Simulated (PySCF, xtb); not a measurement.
iodoethane (C₂H₅I), SMILES ICC.

GFN2-xTB (xtb) at its own geometry gives an orbital gap of 4.66 eV and a dipole moment of 3.97 D.

Geometry: PBE0-D3(BJ)/def2-SVP. The def2 effective core potentials stand for the cores of I; spin–orbit coupling is left out.

What does PBE/def2-TZVPD in PySCF give? (An estimate is asked for; the answer gives what the named calculation found.)

gap 4.30 eV (levels -6.08 and -1.78 eV), dipole 2.01 D.
